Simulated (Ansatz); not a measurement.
Ideal-gas functions of CH$_{4}$ClO$_{2}$Sc, SMILES `C[O][Sc]([OH])[Cl]` at 298.15 K and 1 bar, from an Ansatz frequency run at PBE0-D4/def2-TZVP.

Molar mass 128.45 g/mol, point group C1 (symmetry number 1), electronic degeneracy 1, moments of inertia 148.835, 311.824, 457.491 u Å². Harmonic wavenumbers (cm⁻¹, unscaled): 27, 61, 65, 125, 169, 185, 252, 391, 409, 577, 744, 1178, 1179, 1226, 1477, 1489, 1491, 3007, 3072, 3075, 4001.

Use S(trans) = R[1.5 ln M + 2.5 ln T − 1.1517]; rotational temperatures θ = 24.2544 K / I; S(rot) = R[ln(√π/σ · √(T³/θAθBθC)) + 1.5]; for each mode x = 1.438777 ν̃/T, S = R[x/(eˣ − 1) − ln(1 − e⁻ˣ)] and H = RT x/(eˣ − 1); 1 cm⁻¹ = 0.0119627 kJ/mol; R = 8.31446 J/(mol·K).

Q: By hand: the entropy, in J/(mol·K).

A: Translation 169.4. Rotation: θ = 0.163, 0.0778, 0.053 K, giving 118.7. Vibration, mode by mode: 25.26, 18.51, 17.99, 12.64, 10.24, 9.53, 7.18, 4.17, 3.89, 2.05, 1.08, 0.19, 0.19, 0.16, 0.05, 0.05, 0.05, 0.00, 0.00, 0.00, 0.00, in all 113.2. Electronic 0.0. Sum 401.3 J/(mol·K).

Q: By hand: H − E and G − E in kJ/mol, counted from the electronic energy.

A: Zero-point energy ½ × 24200 × 0.0119627 = 144.7; thermal vibration 15.3; translation, rotation and pV give 4 RT = 9.9. H − E = 169.9 kJ/mol, and G − E = 169.9 − 298.15 × 401.3/1000 = 50.3 kJ/mol.

Vibration gives 28 % of the entropy, 74.4 J/(mol·K) of it from the modes under 150 cm⁻¹: soft modes count most, and the harmonic formula is weakest for them. The sum counts one conformer and one mirror image; others add a mixing term.
